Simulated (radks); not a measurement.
All-electron atom: the tin ion Sn43+ in [He] 2s2 2p3.

Calculated with a radial shooting solver on a logarithmic mesh with Libxc functionals: Dirac Kohn-Sham, LB94 model potential, spin-unpolarised, spherical densities, finite nucleus; open shells fill j = l - 1/2 first; Fermi nuclear charge, rms radius 4.6519 fm.

Energy parts (hartree):
| part | energy |
|---|---|
| kinetic | 4281.26126 |
| electron-nucleus | -8485.79204 |
| Hartree | 283.67981 |
(The LB94 potential has no energy functional, so no total or exchange-correlation energy is given.)

Orbitals (lengths in bohr, moments of r in powers of bohr; <r^-3> diverges for s and p1/2; r(max) is where P^2 peaks):
orbital	occ.	eigenvalue (hartree)	r(max)	<r^-3>	<r>	<r^2>	small-component weight
1s1/2	2	-1200.078	0.01875	-	0.02894	0.001133	3.39e-02
2s1/2	2	-275.0051	0.1038	-	0.1202	0.01701	7.74e-03
2p1/2	2	-268.1424	0.07909	-	0.1007	0.01237	7.74e-03
2p3/2	1	-258.6579	0.08341	4774	0.1056	0.01349	7.43e-03

The highest occupied level is 2p3/2 at -7038.4 eV. Summed over all electrons, <r^2> = 0.07453 bohr^2, which gives a Langevin (diamagnetic) susceptibility term of -0.059 x 10^-6 cm^3/mol.
